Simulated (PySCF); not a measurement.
IPdN, singlet: computed properties

Computed with PBE0 in PySCF with Pd def2-TZVP with ECP28, N def2-TZVP, I def2-TZVP with ECP28; scalar-relativistic core potentials, no spin–orbit coupling; density-fitted integrals.

The structure is a higher-order saddle point with 2 imaginary modes (one degenerate set).

```
Point group                                                                   : C∞v
Bond lengths                                                                  : Pd–I 2.493 Å, Pd–N 1.707 Å
Bond angles                                                                   : I–Pd–N 180.0°
Highest occupied level                                                        : -7.37 eV
Lowest empty level                                                            : -5.02 eV
Principal quadrupole moments (Buckingham, traceless) about the centre of mass : -1.78, 0.89, 0.89 D Å
Zero-point energy (real modes)                                                : 7.0 kJ/mol
Rotational constants                                                          : 0.0349 cm⁻¹
Dipole moment                                                                 : 0.37 D
Atomisation energy without zero-point energy                                  : 283 kJ/mol
Principal polarisabilities                                                    : 50.4, 50.4, 137.2 bohr³
```

Harmonic modes (masses in u: Pd 105.903, N 14.003, I 126.904):
```tsv
symmetry	ω (cm⁻¹)	IR (km/mol, summed over degenerate members)	type
π	158i	–	bend
σ+	228	11.1	stretch
σ+	935	12.0	stretch
```

In C∞v the vibrations span π + 2σ+.

Charges (e):
| atom | Mulliken | Löwdin | polar tensor | Mayer order to Pd1 |
| --- | --- | --- | --- | --- |
| Pd1 | 0.32 | -0.06 | 0.43 | – |
| N2 | -0.22 | -0.12 | -0.14 | 2.11 |
| I3 | -0.10 | 0.18 | -0.29 | 1.11 |
Other Mayer orders above 0.3: N–I 0.47.

Mulliken populations on Pd1 (electrons outside its core potential): s 3.00, p 6.15, d 8.52, f 0.01.

Outer orbital energies (eV). occupied: -11.94, -11.94, -10.12, -10.12, -9.03, -8.27, -8.27, -7.37; empty: -5.02, -5.02, 0.16, 0.48.

Only a few start shapes were tried, so a lower isomer may exist. At the minimum of this search the closed-shell solution is unstable towards spin polarisation, so a lower open-shell solution exists.

The final relaxation and frequency run took roughly 100 core-seconds on a shared host.
